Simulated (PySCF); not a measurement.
SMILES [SiH3]c1cc[o+]cc1, [C5H7OSi]+, charge +1

Geometry:
```json
{"atom": "Si1", "x (Å)": "2.339", "y (Å)": "-0.056", "z (Å)": "0.105"}
{"atom": "C2", "x (Å)": "0.408", "y (Å)": "0.004", "z (Å)": "0.014"}
{"atom": "C3", "x (Å)": "-0.319", "y (Å)": "1.191", "z (Å)": "0.170"}
{"atom": "C4", "x (Å)": "-1.692", "y (Å)": "1.166", "z (Å)": "0.099"}
{"atom": "O5", "x (Å)": "-2.354", "y (Å)": "0.054", "z (Å)": "-0.113"}
{"atom": "C6", "x (Å)": "-1.716", "y (Å)": "-1.082", "z (Å)": "-0.260"}
{"atom": "C7", "x (Å)": "-0.345", "y (Å)": "-1.158", "z (Å)": "-0.204"}
{"atom": "H8", "x (Å)": "2.572", "y (Å)": "-0.756", "z (Å)": "1.365"}
{"atom": "H9", "x (Å)": "2.709", "y (Å)": "-0.824", "z (Å)": "-1.079"}
{"atom": "H10", "x (Å)": "2.759", "y (Å)": "1.339", "z (Å)": "0.090"}
{"atom": "H11", "x (Å)": "0.188", "y (Å)": "2.126", "z (Å)": "0.344"}
{"atom": "H12", "x (Å)": "-2.325", "y (Å)": "2.038", "z (Å)": "0.206"}
{"atom": "H13", "x (Å)": "-2.368", "y (Å)": "-1.931", "z (Å)": "-0.428"}
{"atom": "H14", "x (Å)": "0.143", "y (Å)": "-2.111", "z (Å)": "-0.330"}
```

Total charge +1.

The calculation used quadratic response wB97X-D/def2-SVPD first hyperpolarisability, Taylor convention, gas phase in PySCF. Geometry: GFN2-xTB.

Question: Give the tensor of the second harmonic β(−2ω;ω,ω) at 1064 nm in the axes of these coordinates.

Answer: In au, Taylor convention; rows are the first index (the induced dipole):
|  | xx | yy | zz | xy | xz | yz |
| --- | --- | --- | --- | --- | --- | --- |
| x | +162.1 | -61.2 | -13.1 | -37.0 | +24.1 | -10.1 |
| y | -36.5 | +4.1 | +2.9 | -61.2 | -10.3 | -2.3 |
| z | +24.6 | -2.3 | -1.8 | -10.3 | -12.0 | +2.9 |

Norm of βᵢ = ⅓ Σⱼ (βᵢⱼⱼ + βⱼᵢⱼ + βⱼⱼᵢ): 95.7 au, hyper-Rayleigh value 70.2 au.
